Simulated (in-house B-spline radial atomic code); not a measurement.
## Mn: [Ar] 3d5 4s2

All numbers are computed (non-relativistic SCAN, spin-polarised, spherical fractional occupations; point nucleus) with an all-electron radial atomic-structure program (B-spline basis), not measured.

Screening seen three ways: the hydrogenic charge with the same mean radius, Z_r = [3n² - l(l+1)]/(2<r>), the one with the same energy, Z_e = n√(-2ε), and Slater's rules. Values are occupation-weighted means over spin.

```
shell  electrons   ε (eV)  <r> (bohr)    Z_r    Z_e  Slater
   1s          2    -6396     0.06158  24.36  21.68   24.70
   2s          2  -740.51      0.2818  21.30  14.75   20.85
   2p          6   -633.1       0.248  20.16  13.64   20.85
   3s          2  -86.152      0.8605  15.69   7.55   13.75
   3p          6  -54.916      0.9097  13.74   6.03   13.75
   3d          5  -8.9833       1.179   8.90   2.44    5.60
   4s          2  -5.1078       3.184   7.54   2.45    3.60
```

The least bound orbital is 4s down at -4.494 eV, and it is also the most diffuse (<r> = 3.429 bohr). The part-filled 3d shell lies below the filled 4s shell in orbital energy.
